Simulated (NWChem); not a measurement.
# CH$_{5}$BClN; SMILES CB(N)Cl

Computed with NWChem. Pople sets run with spherical d functions. Each level has its own optimisation; frequencies are unscaled. One conformer.

| level | r B–Cl (Å) | r B–C (Å) | r B–N (Å) | r C–H (Å) | highest harmonic frequency (cm⁻¹) | lowest (cm⁻¹) | zero-point energy (kcal/mol) | dipole (D) |
|---|---|---|---|---|---|---|---|---|
| B3LYP/3-21G | 1.855 | 1.569 | 1.398 | 1.098 | 3589 | 124 | 44.0 | 3.70 |
| LDA (Slater exchange, VWN5)/def2-SVP | 1.780 | 1.558 | 1.390 | 1.111 | 3619 | 123 | 42.2 | 2.56 |
| B3LYP/6-31G* | 1.806 | 1.573 | 1.395 | 1.097 | 3682 | 127 | 43.8 | 2.96 |
